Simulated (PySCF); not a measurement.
# Kr⁺: excitation energy

Kr⁺ [Ar] 3d10 4s2 4p5 (2P) → Kr⁺ [Ar] 3d10 4s1 4p6 (2S), as a difference of total energies. Calculation: PySCF 2.14, in x2c-QZVPPall (11s8p5d4f1g, 97 functions); scalar relativity by spin-free X2C-1e. Correlated levels: valence: [Ar] 3d10 frozen. The calculations carry no spin-orbit coupling.

```json
{"method": "UHF", "excitation energy (eV)": "17.854"}
{"method": "MP2 (valence)", "excitation energy (eV)": "15.488"}
{"method": "SCS-MP2 (valence)", "excitation energy (eV)": "15.224"}
{"method": "CCSD (valence)", "excitation energy (eV)": "14.218"}
{"method": "CCSD(T) (valence)", "excitation energy (eV)": "13.464"}
```

Errors of the correlated levels include the incompleteness of this basis and the frozen core.

The coupled-cluster amplitudes are large for the upper state (T1 above 0.03 or a double amplitude above 0.15), so a single reference is strained.

Problem. Which method comes closest to the reference value, and which is furthest?

Solution. The reference is 13.292 eV (measured; NIST levels, between the centres of gravity of the two terms). Closest: CCSD(T) (valence) (error 0.172 eV); furthest: UHF (error 4.562 eV).
